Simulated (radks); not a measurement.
The numbers below are computed, except where a source is named.
Mean orbital radii <r> (bohr) of the samarium ion Sm+, [Xe] 4f6 6s1, at several levels of relativity; Dirac values are averaged over j with weights 2j + 1. Spin-unpolarised spherical Kohn-Sham, PBE, point nucleus unless stated (finite: rms radius 5.0819 fm), a radial shooting solver on a logarithmic mesh with Libxc functionals. A level marked "c x" has the speed of light scaled by that factor and shares open shells by 2j + 1; other Dirac levels either fill j = l - 1/2 first or share by 2j + 1.

\begin{tabular}{lrrrrr}
shell & non-rel. & scalar-rel. & Dirac, 2j+1 shares & Dirac, low j first & change of magnitude, last against first (%) \\ \hline
2s & 0.1044 & 0.09700 & 0.09649 & 0.09648 & -7.57 \\
2p & 0.08859 & 0.08547 & 0.08515 & 0.08515 & -3.88 \\
3s & 0.2706 & 0.2549 & 0.2545 & 0.2545 & -5.95 \\
3p & 0.2604 & 0.2533 & 0.2527 & 0.2527 & -2.95 \\
3d & 0.2318 & 0.2310 & 0.2310 & 0.2310 & -0.36 \\
4s & 0.6128 & 0.5791 & 0.5791 & 0.5792 & -5.49 \\
4p & 0.6288 & 0.6132 & 0.6126 & 0.6127 & -2.56 \\
4d & 0.6706 & 0.6707 & 0.6710 & 0.6713 & +0.11 \\
5s & 1.500 & 1.410 & 1.410 & 1.411 & -5.90 \\
5p & 1.696 & 1.656 & 1.655 & 1.657 & -2.34 \\
4f & 0.9431 & 1.006 & 1.007 & 1.013 & +7.47 \\
6s & 4.127 & 3.910 & 3.912 & 3.915 & -5.15 \\
\end{tabular}
